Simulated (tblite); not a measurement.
C₅H₆FN₂P.
Geometry (GFN2-xTB, Å), atoms numbered from 1 in this order:
```
atom  x, y, z in Å
C1    -2.497   -0.056    0.743
C2    -1.466    0.625    0.285
C3    -0.611    0.172   -0.865
N4     0.749   -0.050   -0.422
N5     1.658    0.895   -0.568
C6     2.798    0.525   -0.050
P7     2.846   -1.070    0.690
C8     1.186   -1.148    0.221
F9     0.309   -2.141    0.396
H10   -3.084    0.293    1.574
H11   -2.802   -0.991    0.301
H12   -1.156    1.555    0.742
H13   -1.001   -0.755   -1.292
H14   -0.562    0.948   -1.633
H15    3.628    1.205   -0.110
```

All values are computed: GFN2-xTB (tblite) harmonic vibrations without scaling, gas phase. This tight-binding method is rough: wavenumbers can miss measured ones by several per cent, in bad cases by 10 to 20. One conformer, not necessarily the lowest.

Harmonic wavenumbers (cm⁻¹): 29.2, 48.4, 107.8, 223.7, 246.1, 344.4, 363.8, 409.3, 471.7, 512.3, 568.5, 607.7, 721.4, 759.2, 804.8, 855.8, 904.3, 912.2, 963.9, 1003.9, 1022.9, 1105.4, 1162.7, 1192.1, 1262.8, 1270.1, 1303.0, 1337.1, 1398.6, 1406.0, 1426.5, 1464.3, 1716.3, 2975.7, 2980.5, 3072.9, 3104.6, 3130.5, 3136.4.

A = 2786, B = 1024, C = 825.5 MHz; mass 144.025 u (most abundant isotopes); point group C1, symmetry number 1.

Zero-point energy?

Half the sum of the wavenumbers: 23163 cm⁻¹ = 277.10 kJ/mol.

Give the ideal-gas entropy at 273.15 K and 1 bar in the rigid-rotor, harmonic-oscillator model (classical rotation).

Translation 169.02, rotation 121.51, vibration 96.06: S = 386.6 J/(mol K).

And Cp and H(273.15 K) − H(0)?

Cp = 129.86 J/(mol K), of which vibrations give 96.60 (their classical limit is 39 R = 324.3); H(273.15 K) − H(0) = 22.18 kJ/mol without the zero-point energy, 13.10 from vibrations.

How do the functions run with temperature in this model?

```
 T (K)  S (J/(mol K))  Cp (J/(mol K))  H − H(0) (kJ/mol)  G − H(0) (kJ/mol)  ln q(vib)
    50          252.0            53.1               2.19             -10.41       0.90
   100          293.2            67.7               5.20             -24.12       2.09
298.15          398.4           139.1              25.54             -93.23       6.31
373.15          432.5           165.6              36.99            -124.39       7.90
   500          486.4           203.0              60.47            -182.72      10.59
   750          578.9           252.2             117.93            -316.25      15.73
  1000          655.9           282.0             184.99            -470.88      20.50
```

q(vib) and H(0) count from the zero-point level.

Which modes carry the vibrational entropy at 273.15 K?

29.2 cm⁻¹: 23.89; 48.4 cm⁻¹: 19.70; 107.8 cm⁻¹: 13.13; 223.7 cm⁻¹: 7.42; 246.1 cm⁻¹: 6.72; 344.4 cm⁻¹: 4.42 J/(mol K); the other 33 give 20.80 together.

Blend soft modes into free rotors: weight 1/[1 + (100 cm⁻¹/ν̃)⁴] for the oscillator and the rest for a rotor with moment μB/(μ + B), μ = h/(8π²ν), B = 10⁻⁴⁴ kg m². What vibrational entropy results?

83.40 J/(mol K) in place of 96.06, which changes −T·S at 273.15 K by +3.46 kJ/mol.

What must be added to the electronic energy to get the Gibbs energy at 273.15 K and 1 bar?

ZPE + [H(273.15 K) − H(0)] − T·S = 277.10 + 22.18 − 105.60 = 193.68 kJ/mol.

Hindered rotation and anharmonicity are outside this model. Other conformers, if any are populated, would add a mixing term that is left out. The structure is chiral; the term R ln 2 for an equal mix with its mirror image is left out.
